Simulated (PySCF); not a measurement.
C5H12Si, SMILES CCC/C=C\[SiH3]. The structure is a stationary point at PBE0-D3(BJ)/def2-SVP. The structure was generated by enumeration; whether it is a known compound was not checked. One conformer was computed; it need not be the lowest.

**Question.** Give the equilibrium geometry at PBE0-D3(BJ)/def2-SVP (PySCF confirms it by a frequency run) as bond lengths and angles. (An estimate is asked for; the answer gives what the named calculation found.)

**Answer.** This is not unique; one that fits is 
Atoms: C1 C2 C3 C4 C5 Si6 H7 H8 H9 H10 H11 H12 H13 H14 H15 H16 H17 H18. Bond lengths (Å): C1–C2 1.521, C1–H7 1.101, C1–H8 1.100, C1–H9 1.102, C2–C3 1.533, C2–H10 1.103, C2–H11 1.103, C3–C4 1.497, C3–H12 1.105, C3–H13 1.103, C4–C5 1.342, C4–H14 1.099, C5–Si6 1.875, C5–H15 1.097, Si6–H16 1.494, Si6–H17 1.497, Si6–H18 1.498. Angles (°): C2–C1–H7 111.9, C2–C1–H8 111.1, C2–C1–H9 111.3, H7–C1–H8 107.2, H7–C1–H9 107.5, H8–C1–H9 107.5, C1–C2–C3 114.5, C1–C2–H10 109.7, C1–C2–H11 109.4, C3–C2–H10 108.6, C3–C2–H11 108.2, H10–C2–H11 106.1, C2–C3–C4 113.8, C2–C3–H12 108.8, C2–C3–H13 109.0, C4–C3–H12 108.9, C4–C3–H13 110.0, H12–C3–H13 106.2, C3–C4–C5 125.7, C3–C4–H14 115.8, C5–C4–H14 118.5, C4–C5–Si6 125.2, C4–C5–H15 117.5, Si6–C5–H15 117.4, C5–Si6–H16 109.0, C5–Si6–H17 111.9, C5–Si6–H18 112.0, H16–Si6–H17 108.3, H16–Si6–H18 108.2, H17–Si6–H18 107.4.
Charge 0, spin multiplicity 1.
